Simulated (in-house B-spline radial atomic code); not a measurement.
Spin-orbit splittings of orbital energies (j = l + 1/2 less j = l - 1/2) and ratios of mean radii (lower j over upper j) along the 71-electron series, configuration [Xe] 4f14 5d3. Computed with a B-spline radial code for spherical atoms: Dirac-Hartree-Fock, average of the configuration, finite nuclei.

```
 ion   Z  splitting of 4d (eV)  radius ratio of 4d  splitting of 5p (eV)  radius ratio of 5p  splitting of 5d (eV)  radius ratio of 5d
Ta2+  73                12.129             0.97864                9.2447             0.92611               0.56005             0.97283
 W3+  74                13.073             0.97828                10.496             0.92775               0.81743             0.97518
Re4+  75                14.085             0.97793                11.899             0.92897                1.0974             0.97661
Os5+  76                15.166             0.97758                13.451             0.92978                1.4008             0.97754
Ir6+  77                16.319             0.97723                15.153             0.93025                1.7292             0.97817
Pt7+  78                17.547             0.97687                17.009             0.93043                 2.084              0.9786
Au8+  79                18.851             0.97651                19.024             0.93038                2.4669             0.97888
```

With what power of Z does the column «splitting of 5d (eV)» change over this range?

A fit of the logarithm of its size against log Z from Z = 73 to 79 has slope 18.41. An unscreened hydrogenic electron would give 4 at low Z; screening makes the apparent power larger near the neutral end, and relativity raises it again at high Z.
